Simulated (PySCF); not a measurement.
## Excitation energy of O by level of theory

O [He] 2s2 2p4 (3P) → O [He] 2s1 2p5 (3P), as a difference of total energies. Calculation: PySCF 2.14, in x2c-TZVPPall (5s3p2d1f, 31 functions); the spin-free X2C one-electron Hamiltonian (Gaussian nucleus). Correlated levels: valence: 1s2 frozen; valence and next inner shell: nothing frozen. The calculations carry no spin-orbit coupling.

```csv
method,excitation energy (eV)
UHF,16.921
LDA,14.341
PBE,14.542
PBE0,15.193
r2SCAN,15.188
wB97X,15.228
B97-3,15.307
r2SCAN0,15.581
BHandHLYP,15.769
ROHF,16.998
MP2 (valence),16.086
SCS-MP2 (valence),16.020
MP2 (valence and next inner shell),16.057
SCS-MP2 (valence and next inner shell),16.001
```

Question: How much does correlation contribute at MP2 (valence and next inner shell)?

Answer: 16.057 − (16.921) = -0.864 eV, measured against UHF.

The upper state lies above the first ionisation limit, where it may autoionise and the basis confines it.
